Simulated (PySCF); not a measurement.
C₆ coefficients of unlike pairs at PBE0

Calculated with PySCF 2.14 from the dipole response of each species, C₆(A,B) = (3/π) ∫ α_A(iu) α_B(iu) du, in atomic units, from isotropic polarisabilities. For ions this is the dispersion term alone; charge-induced terms of lower order in 1/R come first.

| species | configuration | basis | relativity | α (bohr³) | C₆ (like pair) |
| --- | --- | --- | --- | --- | --- |
| Ge⁺ | [Ar] 3d10 4s2 4p1 (2P) | aug-cc-pVQZ-PP with one added diffuse shell each of s, p, d, f, g type with ECP10MDF (8s7p6d4f3g) | core potential | 19.11 | 109.9 |
| Br³⁺ | [Ar] 3d10 4s2 4p2 (3P) | def2-TZVPPD (7s6p5d1f) | none | 6.246 | 23.05 |
| Re⁺ | [Xe] 4f14 5d5 6s1 (7S) | aug-cc-pVTZ-PP with ECP60MDF (6s6p5d3f2g) | core potential | 31.29 | 263.8 |
| N³⁺ | [He] 2s2 (1S) | dyall-av3z (15s9p3d2f) | none | 2.126 | 2.109 |

Estimate C₆ for N³⁺ with Br³⁺.

The integral gives 6.936. The combination rule 2 C_A C_B / (C_A α_B/α_A + C_B α_A/α_B) gives 6.924 and the geometric mean 6.972.

No spin-orbit coupling is included.

The other pairs:

```
     pair     C₆
Br³⁺, Ge⁺  48.09
Re⁺, Br³⁺  74.81
 N³⁺, Ge⁺  14.92
 N³⁺, Re⁺  23.13
 Re⁺, Ge⁺  169.8
```
